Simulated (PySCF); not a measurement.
Compound: C₆H₅F₄O₃S (charge -1).
Cartesian coordinates in Å at the PBE0-D3(BJ)/def2-SVP level; atoms count from 1:
```
atom  x, y, z in Å
C1    -1.6918   -1.2338   -1.4994
C2    -0.9685   -0.2210   -0.6828
C3     0.2059    0.3173   -1.0245
C4     0.9560    1.2981   -0.1854
F5     1.6289    2.1951   -1.0215
C6     1.9586    0.7076    0.7429
F7     2.4788    1.5778    1.6208
C8     2.3764   -0.5532    0.8333
F9     2.0005   -1.5436    0.0627
F10    3.2344   -0.9629    1.7434
S11   -1.7604    0.1975    0.9083
O12   -3.0294   -0.5541    0.8884
O13   -1.9193    1.6694    0.8684
O14   -0.7747   -0.2696    1.9064
H15   -2.7150   -0.8866   -1.7097
H16   -1.1642   -1.4497   -2.4421
H17   -1.8101   -2.1626   -0.9195
H18    0.7017    0.0253   -1.9586
H19    0.2411    1.8747    0.4291
```

Level of theory: PBE0-D3(BJ)/def2-SVP geometry optimisation, gas phase (PySCF 2.14.0).

Take the most abundant isotopes and a rigid rotor. The values belong to one conformer with, in the numbering `[CH3:1]/[C:2](=[CH:3]/[C@H:4]([F:5])[C:6]([F:7])=[C:8]([F:9])[F:10])[S:11](=[O:12])(=[O:13])[O-:14]`, C2–C3–C4–F5 -146°, C3–C4–C6–F7 -171°, C1–C2–S11–O12 -5°.

(1) Give the principal moments of inertia and the rotational constants in cm⁻¹.

(2) Classify the top.

(3) What does the inertial defect say?

(4) List the rotational levels J(Ka,Kc) to J = 3 (MHz).

(5) Which lines would a microwave search look for?

(6) Estimate the classical rotational partition function at 10 K, 25 K and 298.15 K.

Answers

(1) Ia = 561.73, Ib = 1187.38, Ic = 1240.68 u·Å²; 505379 MHz·u·Å²/I gives 899.7, 425.6 and 407.3 MHz, that is A = 0.03001, B = 0.01420, C = 0.01359 cm⁻¹.

(2) A near-prolate asymmetric top. Ray's parameter κ = (2B − A − C)/(A − C) = -0.926; −1 is the prolate and +1 the oblate limit.

(3) Not planar: Δ = Ic − Ia − Ib = -508.42 u·Å². For a rigid frame Δ = −2 Σ m c², so Σ m c² = 254.21 u·Å² lies off the ab plane: 22.26 from hydrogen and 231.95 from heavier atoms. The atom farthest from that plane is 3.04 Å away.

(4) Above 0(0,0):
J = 1: 1(0,1) 833, 1(1,1) 1307, 1(1,0) 1325
J = 2: 2(0,2) 2498, 2(1,2) 2955, 2(1,1) 3010, 2(2,1) 4432, 2(2,0) 4432
J = 3: 3(0,3) 4995, 3(1,3) 5426, 3(1,2) 5536, 3(2,2) 6931, 3(2,1) 6933, 3(3,1) 9347, 3(3,0) 9347

(5) The dipole components (about the centre of mass, as the species is charged) are |μa| = 5.80 D, |μb| = 1.25 D, |μc| = 4.50 D. Intensities carry the squares of the components, which stand as 1.00 : 0.05 : 0.60 (a : b : c). Some lines, for components of 0.1 D or more:

| type | branch | J(Ka,Kc) | MHz | lower level (cm⁻¹) |
| --- | --- | --- | --- | --- |
| b | Q | 1(1,0) ← 1(0,1) | 492 | 0.028 |
| b | R | 3(1,2) ← 2(2,1) | 1104 | 0.148 |
| b | Q | 2(2,1) ← 2(1,2) | 1477 | 0.099 |
| a | R | 3(1,2) ← 2(1,1) | 2526 | 0.100 |
| c | R | 2(2,1) ← 1(1,1) | 3125 | 0.044 |
| b | R | 3(2,2) ← 2(1,1) | 3921 | 0.100 |
| c | R | 3(2,2) ← 2(1,2) | 3976 | 0.099 |
| b | R | 3(2,1) ← 2(1,2) | 3979 | 0.099 |
| b | R | 3(3,1) ← 2(2,0) | 4915 | 0.148 |
| c | R | 3(3,1) ← 2(2,1) | 4915 | 0.148 |

(6) Point group C1, symmetry number σ = 1; q = (√π/σ)·√((kT/h)³/(ABC)), k/h = 20836.6 MHz/K: 13500 at 10 K, 53400 at 25 K, 2200000 at 298.15 K.

Not checked by PBE0-D3(BJ)/def2-SVP frequencies. The geometry's basis has no diffuse functions, a weakness for an anion. These are rigid-rotor constants of the computed structure; measured ground-state constants (B0) also hold zero-point vibration. A rigid rotor knows nothing of internal rotation, which can split or shift real lines.
